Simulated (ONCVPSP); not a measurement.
## Pseudopotential generation for arsenic (As): ONCV, PBE, fully relativistic.

arsenic, optimised norm-conserving Vanderbilt (ONCV), made with ONCVPSP 4.0.1 (PBE, fully relativistic). Core [Ar] 3d10, reference 4s1 4p4. Waves: 4s: rc 1.70 bohr, ncon 3, nbas 7, qcut 4.3 1/bohr, 2 projectors, debl 1.8 Ha; 4p: rc 1.95 bohr, ncon 3, nbas 6, qcut 3.4 1/bohr, 2 projectors, debl 3.1 Ha; d scattering state at 0.27 Ha: rc 1.50 bohr, ncon 3, nbas 6, qcut 7.2 1/bohr, 3 projectors, debl 0.7 Ha. Local part: polynomial inside 1.50 bohr (lpopt 3, dvloc0 0 Ha). Core correction: none.

Open shells are filled in proportion to 2j + 1.

Problem. Does the generator finish with these settings?

Solution. Yes, a potential is produced and its reference levels are reproduced.

Problem. Estimate the cutoffs (Ha) at which the residual kinetic energy of the hardest occupied pseudo-wave falls to 1 and 0.1 mHa per electron.

Solution. 8.9 Ha and 38 Ha.

Problem. Does the potential have ghost states?

Solution. Ghosts flagged at negative energy: d5/2 at -41.8 eV, d3/2 at -42.6 eV; no localised positive-energy state flagged. A true bound ghost makes a file unfit for plane-wave use.

Problem. Which valence shell sets the plane-wave cutoff?

Solution. 4s: 9 Ha for 1 mHa per electron, against 4 Ha for 4p.

Problem. Tests: 4s2 4p3; 4s2 4p2; 4s2 4p1; 4s1 4p3. Which has the largest error in its energy relative to the reference configuration, and how large is it?

Solution. 4s2 4p1, with -26 meV (all-electron minus pseudo) on +17.66 eV.
